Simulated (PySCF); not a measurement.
**Which basis set comes closest?**

Molecule: `C[P+](C)(C)[Al-]([Cl])([Cl])[Cl]`, C₃H₉AlCl₃P.

Bonds (- single, = double, # triple, : aromatic): C1-P2, P2-C3, P2-C4, P2-Al5, Al5-Cl6, Al5-Cl7, Al5-Cl8. C1 carries H9, H10, H11; C3 carries H12, H13, H14; C4 carries H15, H16, H17. Formal charges: P2 +1, Al5 -1.

Geometry PBE0-D3(BJ)/def2-SVP throughout; GIAO in PySCF 2.14, gas phase, one conformer, non-relativistic; equivalent atoms averaged; functional PBE0.

Reference values (measured; solution, CD2Cl2; Dalton Transactions PAPER Cite this: Dalton Trans., 2014, 43, 14600 Received 7th July 2014, Accepted 8th August 2014 DOI: 10.1039/): δ(P2) = -42.6 ppm vs 85 % H3PO4. Computed shifts are taken against H3PO4, calculated as an isolated molecule at each level.

Q: How do the basis sets STO-3G, 6-31G, 6-31G*, 6-311+G(2d,p) perform against the reference? Times are CPU seconds on 1 thread of an Arm Neoverse V1, shared host.

A: 
```
    basis set  functions      P2  abs. error P  core-s
       STO-3G         69  -102.6          60.0     8.7
        6-31G        110  -132.6          90.0      17
       6-31G*        150   -58.4          15.8      25
6-311+G(2d,p)        310   -67.3          24.7      70
```

For ³¹P the closest is 6-31G* (15.8 ppm) and the furthest 6-31G (90.0 ppm). Where a smaller basis beats a larger one, errors probably cancel. One molecule is a small sample, and vibrational and solvent effects are absent from the calculation.

A small basis that lands close on one nucleus may do so by chance; judge by the trend and by all nuclei.
